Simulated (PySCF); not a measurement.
Compound: C₂H₁₀AlN.
SMILES: `C[CH2][AlH2-][NH3+]`

Torsions of this conformer, `[CH3:1][CH2:2][AlH2-:3][NH3+:4]`: C1–C2–Al3–N4 57°.

The closed-shell ground state was solved at several levels (PySCF, density fitting, gas phase, non-relativistic). The structure is a single PBE0-D3(BJ)/def2-SVP conformer in the gas phase; no vibrational or solvent corrections.

| level | basis functions | total energy (Eh) | HOMO (eV) | LUMO (eV) | gap (eV) | dipole (D) |
| --- | --- | --- | --- | --- | --- | --- |
| PBE0/aug-cc-pVDZ | 186 | -379.1567 | -6.70 | -0.92 | 5.78 | 4.94 |
| PBE0/def2-TZVPD | 244 | -379.2053 | -6.69 | -0.68 | 6.01 | 4.95 |
| PBE0/pcSseg-0 | 60 | -378.5635 | -6.80 | 0.27 | 7.07 | 5.67 |
| PBE0/def2-SVP | 110 | -378.9701 | -6.62 | 0.22 | 6.84 | 5.27 |
| PBE0/cc-pVTZ | 264 | -379.2054 | -6.67 | -0.18 | 6.49 | 5.03 |
| PBE0/6-311+G(2d,p) | 176 | -379.1936 | -6.71 | -0.73 | 5.98 | 5.00 |
| PBE0/6-31G* | 80 | -379.1183 | -6.47 | 0.37 | 6.84 | 5.27 |
| PBE0/IGLO-III | 249 | -379.2119 | -6.69 | -0.44 | 6.25 | 4.99 |
| PBE0/cc-pVDZ | 110 | -379.1447 | -6.59 | 0.22 | 6.81 | 5.14 |
| PBE0/def2-TZVP | 190 | -379.2043 | -6.68 | -0.26 | 6.42 | 5.04 |
| PBE0/6-31+G* | 96 | -379.1245 | -6.65 | -0.68 | 5.97 | 5.14 |

Problem. Estimate the row for HF/def2-SVPD, a basis of 164 functions; the other rows only guide the guess.

Solution. Total energy -377.7769 Eh, HOMO -9.72 eV, LUMO 1.58 eV, gap 11.30 eV, dipole 5.14 D.

Problem. Over all these levels, which gives the widest orbital gap and which the narrowest?

Solution. HF/def2-SVPD (Hartree–Fock, all exact exchange) has the widest, 11.30 eV, and PBE0/aug-cc-pVDZ (global hybrid, 25 % exact exchange) the narrowest, 5.78 eV. Functional and basis both differ between the two, so the spread mixes both effects.

Problem. How much does the basis alone move the frontier levels among the 11 PBE0 rows?

Solution. The HOMO by 0.33 eV and the LUMO by 1.29 eV. By rising basis size (HOMO, LUMO in eV): pcSseg-0 -6.80, 0.27; 6-31G* -6.47, 0.37; 6-31+G* -6.65, -0.68; def2-SVP -6.62, 0.22; cc-pVDZ -6.59, 0.22; 6-311+G(2d,p) -6.71, -0.73; aug-cc-pVDZ -6.70, -0.92; def2-TZVP -6.68, -0.26; def2-TZVPD -6.69, -0.68; IGLO-III -6.69, -0.44; cc-pVTZ -6.67, -0.18.

Problem. How far do the dipole and the HOMO energy spread over the levels?

Solution. The dipole runs from 4.94 to 5.67 D (mean 5.13 D) and the HOMO from -9.72 to -6.47 eV.
